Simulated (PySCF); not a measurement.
# [PbSe2]-, doublet: computed properties

Method: UPBE0/[Pb def2-SVPD with ECP60, Se def2-SVPD], scalar-relativistic core potentials, density fitting, no spin–orbit coupling, PySCF.

The structure is a higher-order saddle point with 2 imaginary modes (one degenerate set).

* Point group: D∞h
* Bond lengths: Pb–Se 2.601 Å (×2)
* Bond angles: Se–Pb–Se 180.0°
* Zero-point energy (real modes): 2.2 kJ/mol
* Highest occupied level (α): -1.17 eV
* Principal quadrupole moments (Buckingham, traceless) about the centre of mass: -41.71, 20.86, 20.86 D Å
* Lowest empty level (β): 1.03 eV
* Rotational constants: 0.01559 cm⁻¹
* Spin squared ⟨S²⟩: 0.760
* Principal polarisabilities: 107.6, 107.6, 290.3 bohr³
* Dipole moment about the centre of mass: 0.00 D

Harmonic modes (masses in u: Pb 207.977, Se 79.917):
```
symmetry  ω (cm⁻¹)  IR (km/mol, summed over degenerate members)     type
      πu       75i                                            –     bend
     σg+       184                                          0.0  stretch
     σu+       188                                         68.4  stretch
```

In D∞h the vibrations span πu + σg+ + σu+. The σg+ mode carries no infrared intensity, as symmetry demands. With a centre of inversion only u modes can be infrared active and only g modes Raman active.

Charges (e); Mulliken and Löwdin values are unreliable with diffuse functions:
| atom | Mulliken | Löwdin | polar tensor | spin (Mulliken) | Mayer order to Pb1 |
| --- | --- | --- | --- | --- | --- |
| Pb1 | 0.66 | 0.19 | 0.78 | 0.06 | – |
| Se2,3 | -0.83 | -0.60 | -0.89 | 0.47 | 1.41 |

Mulliken populations on Pb1 (electrons outside its core potential): s 3.77, p 7.31, d 10.25.

Outer orbital energies (eV). α occupied: -13.55, -9.28, -4.49, -2.87, -2.87, -2.23, -2.23, -1.17; empty: 1.65, 1.65, 3.25, 3.75. β occupied: -13.36, -12.98, -8.99, -3.52, -2.72, -2.72, -2.03, -2.03; empty: 1.03, 1.76, 1.76, 3.38.

Only a few start shapes were tried, so a lower isomer may exist. The lowest empty level of this anion is unbound, so it and the gap depend on the basis. At this level a doublet minimum of C2v symmetry lies 37 kJ/mol below this structure. Spin–orbit coupling, left out here, can matter for elements this heavy.

The final relaxation and frequency run took of the order of 2.6 core-minutes on a shared host.
